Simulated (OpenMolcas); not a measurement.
A calculation on Xe VII.

- Program: OpenMolcas 26.06
- Method: SS-CASPT2, IPEA 0.25 Eh, imaginary shift 0.1 Eh (closed shells correlated: 4d)
- Basis: ANO-RCC-VTZP [7s6p4d2f1g]
- Scalar Hamiltonian: DKH2, point nucleus
- Active space: 2 electrons in 4 orbitals (5s 5p)
- State averaging: 2S+1 = 3 even, 3 roots (0 in the spin-orbit step); 2S+1 = 1 even, 1 root; 2S+1 = 3 odd, 3 roots; 2S+1 = 1 odd, 3 roots
- Spin-orbit coupling: state interaction with AMFI integrals over the reference wave functions, term energies averaged over their components

Q: Which level of the active space comes out lowest?

A: 5s2 1S0, with 100 % of that term; it is also the measured ground level.

Q: How high does 5s 5p 3P* 2 lie?

A: 13.939 eV above the lowest level; measured 14.0940 eV above the ground level, so the calculation is off by -1 %.

Q: How high does 5s 5p 3P* 1 lie?

A: 12.485 eV above the lowest level; measured 12.4543 eV above the ground level, so the calculation is off by 0 %.

Q: How high does 5s 5p 3P* 0 lie?

A: 11.991 eV above the lowest level; measured 11.9200 eV above the ground level, so the calculation is off by +1 %.

Measured values: Saloman, J. Phys. Chem. Ref. Data 33, 765 (2004).

Some high roots are left out of the spin-orbit mixing, which shifts the levels that they would mix with. Computed and measured levels are paired by configuration, term and J; levels that our copy of the source lacks, or whose pairing is in doubt (as where it misses far off the trend of its configuration), stay unpaired and out of the deviations. Levels of configurations outside the active space are missing.

* marks odd parity.
